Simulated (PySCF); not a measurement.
`[SiH3][SiH2]Br`. Level of theory: PBE0-D3(BJ)/def2-SVP geometry optimisation, gas phase (PySCF).

```
atom  x, y, z in Å
Si1    0.5386   -0.0621    0.1785
Si2   -1.7209   -0.6343    0.4060
Br3   -2.9274    0.7092   -0.9149
H4     1.3649   -0.9289    1.0749
H5     0.9618   -0.2679   -1.2387
H6     0.7288    1.3695    0.5582
H7    -2.2033   -0.4532    1.8065
H8    -1.9820   -2.0404   -0.0203
```

Problem. What is the longest distance between nuclei?

Solution. Br3···H4, 5.01 Å; the next longest distance is 4.40 Å.

Problem. Where is the centre of mass (commonest isotopes), and what is the radius of gyration?

Solution. Mass 139.911 u; centre at (-1.896, 0.244, -0.383) Å; Rg = √(Σ m r²/M) = 1.656 Å. As Ia + Ib + Ic = 2 Σ m r², the three principal moments sum to 767.8 u·Å².

Problem. Work out the bond lengths Si1–Si2, Si1–H4, Si1–H5, Si2–H8 in Å.

Solution. For Si1–Si2 the difference vector is (-2.2595, -0.5722, 0.2275) Å, of length 2.3419 Å. Si1–Si2 2.342; Si1–H4 1.496; Si1–H5 1.493; Si2–H8 1.492 Å.

Problem. What is the repulsion energy of the bare nuclei, Σ ZA·ZB/RAB?

Solution. 293.20 Eh over 28 pairs, with full nuclear charges and distances in bohr; the largest single term is 115.90 Eh (Si2 with Br3).

Problem. Give the dihedral angles H4–Si1–Si2–H8, H5–Si1–Si2–H8, H5–Si1–Si2–H7.

Solution. H4–Si1–Si2–H8 -63° (synclinal); H5–Si1–Si2–H8 57° (synclinal); H5–Si1–Si2–H7 180° (antiperiplanar). Dihedral signs follow IUPAC: positive where, seen along the central bond, the front bond turns clockwise onto the rear one.

Problem. How far apart are these pairs, which share no bond: Si1···Br3, Si1···H8, Si2···H5, Si2···H6, Br3···H7, H4···H5?

Solution. Si1···Br3 3.715 Å (2 bonds apart); Si1···H8 3.210 Å (2 bonds apart); Si2···H5 3.168 Å (2 bonds apart); Si2···H6 3.169 Å (2 bonds apart); Br3···H7 3.047 Å (2 bonds apart); H4···H5 2.440 Å (2 bonds apart).

Problem. What are the angles H4–Si1–H5, Si2–Si1–H6, H4–Si1–H6, Si1–Si2–Br3?

Solution. From the scalar product of the two bond vectors; for H4–Si1–H5 it is -0.7423 Å² over 1.4959 × 1.4933 Å², cos θ = -0.3323. H4–Si1–H5 109.4°; Si2–Si1–H6 109.4°; H4–Si1–H6 109.4°; Si1–Si2–Br3 108.4°.

The point group is Cs within 0.08 Å; differences among equivalent distances and angles are scatter left by the optimiser. Whether it is a minimum is left open (no frequencies).
